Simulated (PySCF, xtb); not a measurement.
BiH2Cl, SMILES [Cl][BiH2].

xtb 6.7.1 with GFN2-xTB at its own geometry gives an orbital gap of 5.08 eV and a dipole moment of 4.73 D.

Coordinates come from a PBE0-D3(BJ)/def2-TZVP optimisation. The def2 effective core potentials stand for the cores of Bi; spin–orbit coupling is left out.

Problem. What does B3LYP/def2-TZVPD run with PySCF give? (Estimate from the structure and the level; the computed values follow.)

Solution. gap 5.50 eV (levels -7.67 and -2.17 eV), dipole 3.31 D.
